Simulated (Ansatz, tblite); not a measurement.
Spin states of Ru(P5)2 (P₁₀Ru), formally d⁶, each relaxed with PBE0-D4/def2-SVP in Ansatz. Electronic energies in the gas phase.

In the def2 sets Ru takes a core potential; there is no spin–orbit coupling. The xTB rows come from tblite.

Singlet geometry:

```xyz
11

Ru    0.000    0.000    0.000
P     1.746    1.312   -1.220
P    -0.100    1.057   -2.265
P    -1.689    1.589   -0.938
P    -0.824    2.173    0.926
P     1.298    2.003    0.751
P    -1.855   -1.672    0.135
P    -0.245   -2.199   -1.168
P     1.586   -1.932   -0.099
P     1.105   -1.248    1.867
P    -1.021   -1.083    2.011
```

Triplet geometry (Cs within 0.1 Å):

```xyz
11

Ru    0.072   -0.007    0.117
P     0.409   -2.443   -0.158
P     1.248   -1.698    1.669
P    -0.220   -0.487    2.629
P    -1.985   -0.470    1.409
P    -1.625   -1.731   -0.308
P     0.652    2.312    0.499
P     2.151    1.084   -0.472
P     1.123    0.155   -2.135
P    -0.662    1.268   -2.603
P    -1.163    2.019   -0.646
```

Run but left out: HF/STO-3G, HF/def2-SVP, MP2/def2-SVP (triplet: ⟨S²⟩ 2.38 to 3.49, where a pure state has 2.00).

Only these spin states were relaxed. A quintet, which d6 allows, wasn't run and may lie lower. The triplet has other bonds than the singlet, so the gap mixes isomer and spin.

Q: Estimate which spin state lies lowest at each of these levels, and by how much: GFN1-xTB; GFN2-xTB; PBE-D4/def2-SVP; PBE0-D4/def2-SVP.

A: 
```json
{"level": "GFN1-xTB", "triplet − singlet (kJ/mol)": "142.6", "lowest of these": "singlet"}
{"level": "GFN2-xTB", "triplet − singlet (kJ/mol)": "109.5", "lowest of these": "singlet"}
{"level": "PBE-D4/def2-SVP", "triplet − singlet (kJ/mol)": "146.5", "lowest of these": "singlet"}
{"level": "PBE0-D4/def2-SVP", "triplet − singlet (kJ/mol)": "171.8", "lowest of these": "singlet"}
```

The xTB methods have no spin-polarisation term.

| state | donor atoms | mean metal–ligand distance (Å) | range (Å) | Mulliken spin on the metal (PBE0) |
| --- | --- | --- | --- | --- |
| singlet | 10 | 2.502 | 2.50–2.50 | 0 |
| triplet | 10 | 2.547 | 2.42–3.09 | 0.97 |

⟨S²⟩ at PBE0-D4/def2-TZVP: singlet 0.00 (pure 0.00).
